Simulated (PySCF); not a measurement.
Simulation results for AlBGeH5N

Calculation on a computer-drawn molecule: the log of a Hartree-Fock and frozen-core CCSD(T) single point meant for a local Hartree-Fock minimum, with one planted fault or none, to be diagnosed. Offsets are logged minus clean, where the clean run is the same molecule without the fault. The reference is restricted for singlets and unrestricted otherwise, and also for a bond in bohr or an excited solution. Adding or removing an electron swaps singlet and doublet. The excited solution moves the top pair (singlet) or top alpha electron (doublet) to the lowest empty orbital. Highest occupied and lowest empty are orbital energies over both spins, largest force is the largest gradient component, triples share is (T) over the correlation energy, the T1 limit is 0.02 restricted and 0.045 unrestricted, electrons count all cores, a negative frequency is imaginary (commonest isotopes), and the dipole is about the centre of nuclear charge; on germanium a core potential holds 10 electrons, which the energies leave out, and 3d is frozen in MP2 and coupled-cluster steps. Program: PySCF 2.14.0.

```xyz
9
formula=AlBGeH5N meant_charge=0 meant_multiplicity=1 meant_basis=cc-pV(D+d)Z meant_basis_and_core_potential_on_germanium=cc-pVDZ-PP_ECP10MDF logged_electrons=62 logged_basis_functions=99 logged_SCF_converged=yes logged_spin_squared=0 logged_highest_occupied=-7.0485 logged_lowest_empty=0.54441 logged_largest_force=0.056798 logged_T1_diagnostic=0.019315 logged_D1_diagnostic=0.068273 logged_triples_share=0.033198 logged_CC_converged=yes logged_dipole_magnitude=2.9686 logged_SCF_stable_within_its_kind=yes logged_energy_HF=-617.27876 logged_energy_CCSD(T)=-617.76009 possible_faults=no_fault,one_electron_removed,one_electron_added,multiplicity_raised_by_two,geometry_at_a_saddle_point,SCF_held_on_an_excited_solution,minimal_basis_STO-3G,one_bond_length_entered_in_bohr,all_coordinates_scaled
N     -2.8903     0.1931     2.1009
B     -1.3875     0.3285     1.9702
Al     0.0740     0.5243     3.9183
Ge    -0.5893     0.3369    -0.1743
H     -3.4140     0.1740     3.0507
H     -3.5700     0.1040     1.2586
H     -1.7963     0.1878    -1.3275
H      0.4906    -0.9101    -0.4444
H      0.2406     1.7446    -0.5260
```

Units: logged_highest_occupied, logged_lowest_empty in eV; logged_largest_force in hartree/bohr; logged_dipole_magnitude in debye; logged_energy_HF, logged_energy_CCSD(T) in hartree.

Drawn bonds:
```csv
atom,other atom,order
1,2,1
2,3,1
2,4,1
1,5,1
1,6,1
4,7,1
4,8,1
4,9,1
```

**Q.** AlBGeH5N: planted fault?
**A.** all coordinates scaled, by +8.4 %

Further results for AlBGeH5N:

```
HF energy offset from clean run      : 27.94 kcal/mol
CCSD(T) energy offset from clean run : 20.91 kcal/mol
```
